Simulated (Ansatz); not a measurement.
A nudged elastic band was laid between two geometries of BClH2O2 + H3N (10 atoms, charge 0, multiplicity 1).

Level of theory: RHF/6-31G* in Ansatz.

```json
{
  "movable images": "7",
  "climbing image": "from the first iteration",
  "spring": "5.0 eV/Å²",
  "optimiser": "lbfgs",
  "start path": "through a guess of the saddle point",
  "force threshold": "0.05 eV/Å",
  "iteration limit": "60",
  "end points": "relaxed"
}
```

First end point:

```xyz
10
Properties=species:S:1:pos:R:3
B -0.040 -0.527 -0.136
Cl -0.123 -1.429 1.431
O 1.145 -0.346 -0.740
H 1.886 -0.625 -0.224
O -1.174 -0.204 -0.779
H -1.961 -0.395 -0.291
N 0.093 2.038 0.972
H 1.012 2.381 0.766
H -0.529 2.449 0.301
H -0.163 2.387 1.877
```

Last end point:

```xyz
10
Properties=species:S:1:pos:R:3
B 0.051 0.459 -0.387
Cl -0.219 0.389 3.638
O 1.234 -0.150 -0.687
H 1.183 -0.925 -1.224
O -1.168 0.051 -0.842
H -1.178 -0.728 -1.376
N 0.088 1.580 0.496
H 0.955 2.057 0.619
H -0.696 2.196 0.512
H -0.104 0.800 2.429
```

**Question.** Which bonds break or form, and what moves?

**Answer.** Bonds broken: B1–Cl2, N7–H10. Bonds formed: B1–N7, Cl2–H10. BClH2O2 + H3N becomes BH4NO2 + ClH.

**Question.** Give the energies along the band, and the barrier.

**Answer.** It did not converge within its limit. The highest image is number 5 of 0 to 8, 0.49 eV above the first end and 0.45 eV above the last; the last end lies 0.03 eV above the first. The band didn't meet its force threshold, so its energies are provisional: the largest band force was still 0.12 eV/Å, and over the last iterations the top stayed at 0.49 eV. Inner images lie below an end point, which means an intermediate or an end that isn't the lowest structure nearby. The orbitals stay closed-shell, which can raise the energy where a bond breaks towards radicals; this wasn't checked here.

```csv
image,path coordinate (Å),energy (eV),B1–Cl2 (Å),N7–H10 (Å),B1–N7 (Å)
0,0.00,0.00,1.81,1.00,2.80
1,0.79,0.05,1.84,1.00,2.34
2,1.59,-0.07,1.92,1.01,1.72
3,2.39,-0.13,1.96,1.00,1.64
4,3.19,0.40,2.56,1.02,1.56
5,4.00,0.49,3.12,1.07,1.52
6,4.68,0.20,3.26,1.84,1.43
7,5.36,0.06,3.67,2.03,1.43
8,6.04,0.03,4.03,2.09,1.43
```

The band took 60 iterations and about 12 core-minutes.

Run time: 12 min on 1 thread of Arm Neoverse V1, with other jobs on the host, peak memory 0.15 GiB.
